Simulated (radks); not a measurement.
The numbers below are computed, except where a source is named.
Task: The mean radii <r> (bohr) of the occupied orbitals of an atom or ion are listed with their occupations. Code: a radial shooting solver on a logarithmic mesh with Libxc functionals. Model: Dirac Kohn-Sham, LDA (Slater exchange, Perdew-Wang correlation), spin-unpolarised, spherical densities, finite nucleus; Fermi nuclear charge, rms radius of each element as measured or else 0.836 A^(1/3) + 0.57 fm.

| orbital | occ. | <r> |
|---|---|---|
| 1s1/2 | 2 | 0.02276 |
| 2s1/2 | 2 | 0.09657 |
| 2p1/2 | 2 | 0.08076 |
| 2p3/2 | 4 | 0.08739 |
| 3s1/2 | 2 | 0.2549 |
| 3p1/2 | 2 | 0.2444 |
| 3p3/2 | 4 | 0.2572 |
| 3d3/2 | 4 | 0.2287 |
| 3d5/2 | 6 | 0.2327 |
| 4s1/2 | 2 | 0.5787 |
| 4p1/2 | 2 | 0.5923 |
| 4p3/2 | 4 | 0.6213 |
| 4d3/2 | 4 | 0.6621 |
| 4d5/2 | 6 | 0.6724 |
| 5s1/2 | 2 | 1.378 |
| 5p1/2 | 2 | 1.534 |
| 5p3/2 | 4 | 1.618 |
| 4f5/2 | 2.14286 | 0.9032 |
| 4f7/2 | 2.85714 | 0.9138 |
| 6p1/2 | 0.333333 | 3.942 |
| 6p3/2 | 0.666667 | 4.104 |

Name the element and its charge. Open shells, if any, are shared by 2j + 1.

Result: Z = 62, samarium, charge +2: Sm2+ in [Xe] 4f5 6p1. The 1s radius gives Z: for a bare nucleus <r> = (2 gamma + 1)/(2Z) with gamma = sqrt(1 - (Z/c)^2), 0.02245 bohr for Z = 62, and screening makes it slightly larger (0.02276 here). The occupations add up to 60, and the charge is Z minus that.
